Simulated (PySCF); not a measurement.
# C₆ coefficients of unlike pairs at PBE0

Calculated with PySCF 2.14 from the dipole response of each species, C₆(A,B) = (3/π) ∫ α_A(iu) α_B(iu) du, in atomic units, from isotropic polarisabilities. For ions this is the dispersion term alone; charge-induced terms of lower order in 1/R come first.

| species | configuration | basis | relativity | α (bohr³) | C₆ (like pair) |
| --- | --- | --- | --- | --- | --- |
| Al²⁺ | [Ne] 3s1 (2S) | aug-cc-pV(T+d)Z with one added diffuse shell each of s, p, d, f type (7s6p5d3f) | none | 14.08 | 38.37 |
| C⁺ | [He] 2s2 2p1 (2P) | def2-QZVPPD (8s4p4d2f1g) | none | 6.070 | 14.53 |
| Ge²⁺ | [Ar] 3d10 4s2 (1S) | aug-cc-pVQZ-DK (8s7p5d3f2g) | spin-free X2C | 10.65 | 40.74 |
| B³⁺ | 1s2 (1S) | dyall-av3z (15s9p3d2f) | spin-free X2C | 0.02021 | 0.002697 |

(1) Estimate C₆ for Ge²⁺ with C⁺.

No spin-orbit coupling is included.

The other pairs:

| pair | C₆ |
| --- | --- |
| C⁺, Al²⁺ | 22.25 |
| B³⁺, Ge²⁺ | 0.1673 |
| Ge²⁺, Al²⁺ | 37.82 |
| B³⁺, C⁺ | 0.1001 |
| B³⁺, Al²⁺ | 0.1260 |

Answers

(1) The integral gives 24.29. The combination rule 2 C_A C_B / (C_A α_B/α_A + C_B α_A/α_B) gives 24.30 and the geometric mean 24.33.
